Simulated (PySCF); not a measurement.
Molecule: SMILES C=[CH][AlH2-][NH3+], C2H8AlN.

Bonds (- single, = double, # triple, : aromatic): C1=C2 1.343 Å, C2-Al3 1.976 Å, Al3-N4 2.078 Å. C1 carries H5, H6; C2 carries H7; Al3 carries H8, H9; N4 carries H10, H11, H12. Formal charges: Al3 -1, N4 +1. H5 is cis to Al3; H6 is trans to Al3.

Geometry PBE0-D3(BJ)/def2-SVP throughout; GIAO in PySCF 2.14, gas phase, one conformer, non-relativistic; equivalent atoms averaged; basis pcSseg-2.

For orientation, LDA gives these absolute shieldings σ: C2 9.4, C1 24.2, Al3 382.2, N4 230.9, H7 23.56, H6 23.87, H5 24.23, H8/H9 26.24, H10/H11/H12 29.17 ppm.

A run gave: C2 30.1, C1 40.1, Al3 432.0, N4 231.6, H7 24.20, H6 24.38, H5 24.76, H8/H9 27.09, H10/H11/H12 29.59 ppm (absolute shieldings σ).

Task: Which functional was used in that run?
A. CAM-B3LYP
B. B97-D
C. OPBE
D. BP86
E. KT2

Result: C. C1 tells them apart best: OPBE gives 40.1, KT2 gives 42.2, B97-D gives 36.3, CAM-B3LYP gives 30.9, BP86 gives 30.9 ppm.
